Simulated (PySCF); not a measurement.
B(H)2(NHMe) (CH6BN), SMILES BNC.

Geometry: B3LYP-D3(BJ)/def2-TZVP.

All values below come from TDA-B3LYP/def2-SVPD (PySCF).

Vertical excitations. Gas-phase values at a fixed geometry. State labels are in the subgroup Cs.

Problem. List the lowest excited states. (Estimate from the structure and the level; the computed values follow.)

Solution. 
```json
[
 {"state": "S1", "symmetry": "A\"", "energy (eV)": "6.95", "λ (nm)": "178", "f": "0.003", "main pairs": "HOMO→LUMO+1 98 %"},
 {"state": "S2", "symmetry": "A\"", "energy (eV)": "7.28", "λ (nm)": "170", "f": "0.000", "main pairs": "HOMO−1→LUMO 100 %"},
 {"state": "S3", "symmetry": "A'", "energy (eV)": "7.64", "λ (nm)": "162", "f": "0.313", "main pairs": "HOMO→LUMO 93 %"},
 {"state": "S4", "symmetry": "A\"", "energy (eV)": "7.95", "λ (nm)": "156", "f": "0.024", "main pairs": "HOMO→LUMO+2 90 %"},
 {"state": "S5", "symmetry": "A'", "energy (eV)": "8.17", "λ (nm)": "152", "f": "0.045", "main pairs": "HOMO−1→LUMO+1 97 %"},
 {"state": "S6", "symmetry": "A\"", "energy (eV)": "8.26", "λ (nm)": "150", "f": "0.014", "main pairs": "HOMO→LUMO+3 88 %"},
 {"state": "S7", "symmetry": "A\"", "energy (eV)": "9.02", "λ (nm)": "138", "f": "0.011", "main pairs": "HOMO−2→LUMO 93 %"},
 {"state": "S8", "symmetry": "A\"", "energy (eV)": "9.14", "λ (nm)": "136", "f": "0.001", "main pairs": "HOMO→LUMO+4 97 %"},
 {"state": "S9", "symmetry": "A'", "energy (eV)": "9.17", "λ (nm)": "135", "f": "0.020", "main pairs": "HOMO−1→LUMO+2 96 %"},
 {"state": "S10", "symmetry": "A'", "energy (eV)": "9.25", "λ (nm)": "134", "f": "0.097", "main pairs": "HOMO−1→LUMO+3 64 %, HOMO→LUMO+5 35 %"},
 {"state": "T1", "symmetry": "A'", "energy (eV)": "5.53", "λ (nm)": "224", "f": "0", "main pairs": "HOMO→LUMO 97 %"},
 {"state": "T2", "symmetry": "A\"", "energy (eV)": "6.64", "λ (nm)": "187", "f": "0", "main pairs": "HOMO−1→LUMO 98 %"},
 {"state": "T3", "symmetry": "A\"", "energy (eV)": "6.78", "λ (nm)": "183", "f": "0", "main pairs": "HOMO→LUMO+1 94 %"},
 {"state": "T4", "symmetry": "A\"", "energy (eV)": "7.74", "λ (nm)": "160", "f": "0", "main pairs": "HOMO→LUMO+2 80 %, HOMO→LUMO+3 15 %"}
]
```
Triplets are in the Tamm–Dancoff approximation.
